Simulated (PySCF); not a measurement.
## Excitation energy of I²⁺ by level of theory

I²⁺ [Kr] 4d10 5s2 5p3 (4S) → I²⁺ [Kr] 4d10 5s2 5p2 6s1 (4P), as a difference of total energies. Computed with PySCF 2.14 in aug-cc-pwCVDZ-PP with ECP28MDF (6s5p4d1f, 48 functions), with a scalar-relativistic core potential. Correlated levels: valence: 4s2 4p6 4d10 frozen. The calculations carry no spin-orbit coupling.

```csv
method,excitation energy (eV)
UHF,15.219
MP2 (valence),15.154
SCS-MP2 (valence),15.143
CCSD (valence),15.066
CCSD(T) (valence),15.047
```

Question: How much does correlation contribute at CCSD(T) (valence)?

Answer: 15.047 − (15.219) = -0.172 eV, measured against UHF.

The promoted electron is Rydberg-like, and one or two diffuse shells describe it only roughly, which tends to raise the upper state.

The coupled-cluster amplitudes are large for the upper state (T1 above 0.03 or a double amplitude above 0.15), so a single reference is strained.
